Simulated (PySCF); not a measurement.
NMR data simulated for an unnamed compound:

1H NMR (500 MHz, computed): δ 7.10 (d, 1H), 5.92 (s, 1H), 5.13 (m, 2H), 4.45 (m, 1H), 2.02 (q, 2H), 1.13 (t, 3H).

13C{1H} NMR (computed): δ 165.0 (CH), 145.4 (C), 128.3 (CH), 99.3 (CH), 32.8 (CH2), 18.5 (CH3).

- GIAO PBE0/pcSseg-1 shieldings
- geometry: GFN2-xTB
- run in PySCF
- non-relativistic Hamiltonian, isolated molecule, equivalent nuclei averaged, one conformer

References, each an isolated molecule treated in the same way: 1H (σ = 31.72 ppm), 13C (σ = 186.93 ppm) against TMS.

Question: Which of these does the molecule contain: a non-aromatic C=C double bond, a benzene ring, an OH group, a CH3CH2 unit, an N-methyl group, a Si–H bond?

Answer: 
- A non-aromatic C=C double bond: yes.
- A benzene ring: no.
- An OH group: no.
- A CH3CH2 unit: yes (δC 18.5, 32.8; δH 1.13 (t), 2.02 (q)).
- An N-methyl group: no.
- A Si–H bond: yes (δH 5.13 (m)).

The data belong to SMILES CCC1=CO[SiH2]C=CO1, C₆H₁₀O₂Si; they needn't prove each group on their own.

Carbon signals by region: 1 in the far downfield region (above 160 ppm), 2 in the sp2 and nitrile region (100–160 ppm), 1 at 50–100 ppm, 2 below 50 ppm. Above 160 ppm: 165.0, alkene carbon bearing oxygen.

Shifts are as computed. Against solution values, carbons near 30 ppm lie about +3 ppm off and those near 130 ppm about +5 ppm. Of 1211 compounds with measured shifts, 218 miss one by over three times the rms of a fit or turn the order of signals round; such compounds aren't used in these exercises. Multiplicities follow the n + 1 count of equivalent neighbours, as no J values were calculated; m marks all less simple cases, F and P coupling included.
